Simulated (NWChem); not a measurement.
**Relativistic effects in Pb**

```xyz
1

Pb     0.0000     0.0000     0.0000
```
Charge 0, spin multiplicity 3.

Everything below was run with NWChem.

Functional B3LYP, all-electron basis x2c-SVPall-2c, contracted for the X2C Hamiltonian and used here with ZORA. The ion keeps the geometry and has multiplicity 2 in the scalar run; the spin-orbit run starts from the same electron counts.

Relative cost: rough, from shared machines, SCF included, scalar ZORA = 1.

B3LYP has NWChem's definition, with VWN1-RPA local correlation. No SCF solution was tested for a lower state.

```json
[
 {"Hamiltonian": "scalar ZORA", "ΔSCF ionisation energy (eV)": "7.04", "relative cost": "1"},
 {"Hamiltonian": "spin-orbit ZORA", "ΔSCF ionisation energy (eV)": "(withheld)", "relative cost": "under 3"}
]
```

Q: Complete the blanks.

A: 
- spin-orbit ZORA, ΔSCF ionisation energy (eV): 7.47
